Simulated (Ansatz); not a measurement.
Stretching the Bi1–Cl2 bond in BiCl3 (SMILES [Cl][Bi]([Cl])[Cl]) (multiplicity 1 held, fragments rigid). Energies count from the point at 2.450 Å.
Geometry at that point (charge 0, multiplicity 1):
```xyz
4

Bi     0.000     0.001     0.452
Cl    -1.869    -1.052    -0.732
Cl     0.023     2.142    -0.739
Cl     1.844    -1.094    -0.735
```

Restricted levels (R-, RO-) in cc, def2 and unpolarised 6-31G sets keep to the state of the molecule at rest. Unrestricted levels (U-) break spin symmetry where that is lower. Curves can end on different states.

Codes used: Ansatz (Gaussian basis) for Hartree–Fock, density functionals and correlated methods. Each number belongs to the level named beside it. In def2 rows elements past Kr take small-core potentials, without spin–orbit coupling.

Energies in eV.

| R (Å) | R-PBE/def2-TZVPP | R-r2SCAN/def2-TZVPP | R-B3LYP/def2-TZVPP | U-B3LYP/def2-TZVPP | R-wB97X-V/def2-TZVPP | U-wB97X-V/def2-TZVPP |
|---|---|---|---|---|---|---|
| 1.960 | 2.95 | 2.84 | 3.00 | 3.00 | 2.70 | 2.70 |
| 2.205 | 0.50 | 0.44 | 0.51 | 0.51 | 0.37 | 0.37 |
| 2.450 | 0.00 | 0.00 | 0.00 | 0.00 | 0.00 | 0.00 |
| 2.695 | 0.24 | 0.30 | 0.24 | 0.24 | 0.38 | 0.38 |
| 2.941 | 0.72 | 0.83 | 0.74 | 0.74 | 0.99 | 0.99 |
| 3.308 | 1.47 | 1.65 | 1.52 | 1.52 | 1.95 | 1.95 |
| 3.676 | 2.10 | 2.33 | 2.19 | 2.16 | 2.79 | 2.68 |
| 4.288 | 2.78 | 3.07 | 2.94 | 2.69 | 3.81 | 3.19 |
| 4.901 | 3.15 | 3.47 | 3.38 | 2.92 | 4.47 | 3.31 |
| 5.636 | 3.38 | 3.70 | 3.65 | 3.03 | 4.97 | 3.32 |
| 6.616 | 3.50 | 3.83 | 3.83 | 3.09 | 5.34 | 3.33 |
| 7.841 | 3.57 | 3.89 | 3.94 | 3.11 | 5.61 | 3.33 |

Doubts at one or more of the structures used: a restricted determinant that unrestricted orbitals would lower (R-PBE/def2-TZVPP, R-r2SCAN/def2-TZVPP, R-B3LYP/def2-TZVPP, R-wB97X-V/def2-TZVPP); a spin-contaminated determinant (U-B3LYP/def2-TZVPP, U-wB97X-V/def2-TZVPP).

Ansatz is a program for electronic structure.
